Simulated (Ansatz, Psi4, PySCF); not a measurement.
C₄H₁₂GeO (SMILES C[CH2][Ge]([CH3])([CH3])[OH]), singlet, at a GFN2-xTB geometry, atoms displaced at random by about 0.03 Å a coordinate. Base run: R2SCAN/STO-3G, gradient run with PySCF.

Here is a job for PySCF.
```python
from pyscf import gto, scf, dft

mol = gto.Mole()
mol.atom = '''
    C    -2.350146   -0.814173    0.913369
    C    -1.495009    0.450653    0.901554
    Ge    0.264236    0.150165   -0.094463
    C     1.428413    1.731855   -0.029714
    C     1.212515   -1.514267    0.553991
    O    -0.027479   -0.042367   -1.865755
    H    -3.273894   -0.605204    1.349042
    H    -1.867772   -1.588364    1.452899
    H    -2.584894   -1.144950   -0.178689
    H    -1.221741    0.662640    1.860933
    H    -2.015535    1.281557    0.350242
    H     2.307669    1.506716   -0.625355
    H     1.756652    1.952930    0.932402
    H     0.959213    2.555826   -0.470011
    H     0.574204   -2.417820    0.371472
    H     2.107763   -1.741925    0.016718
    H     1.430726   -1.485319    1.593557
    H    -0.488226   -0.755115   -2.105040
'''
mol.basis = 'sto-3g'
mol.charge = 0
mol.spin = 0
mol.verbose = 4
mol.build()

mf = dft.RKS(mol)
mf.xc = 'r2scan'
mf.kernel()
g = mf.nuc_grad_method()
grad = g.kernel()
```

Programs used: Ansatz (a program for electronic structure), Psi4, PySCF; a row that names a program was run with it.

The coordinate followed is y of atom 14.

Variants of this job, named by their change:

| change | dE/dx (Eh/bohr) | net force (Eh/bohr) |
|---|---|---|
| base | -0.036793 | 0.001440 |
| density fitting = on | -0.036796 | 0.001440 |
| conv_tol = 1e-4 | -0.036867 | 0.001438 |
| finite difference step (bohr) = 0.05; conv_tol = 1e-11 | -0.037017 | - |
| code = psi4 | -0.036823 | 0.005639 |
| grids.level = 0; grid_response = off | -0.038125 | 0.019318 |
| finite difference step (bohr) = 1e-5; conv_tol = 1e-11 | -0.036796 | - |
| grids.level = 0; grid_response = on | -0.038535 | 0.000000 |
| finite difference step (bohr) = 1e-4; conv_tol = 1e-11 | -0.036795 | - |
| conv_tol = 1e-6 | -0.036793 | 0.001440 |
| code = ansatz | -0.036809 | 0.000000 |
| finite difference step (bohr) = 1e-3; conv_tol = 1e-11 | -0.036796 | - |

The net force is zero for an exact gradient.
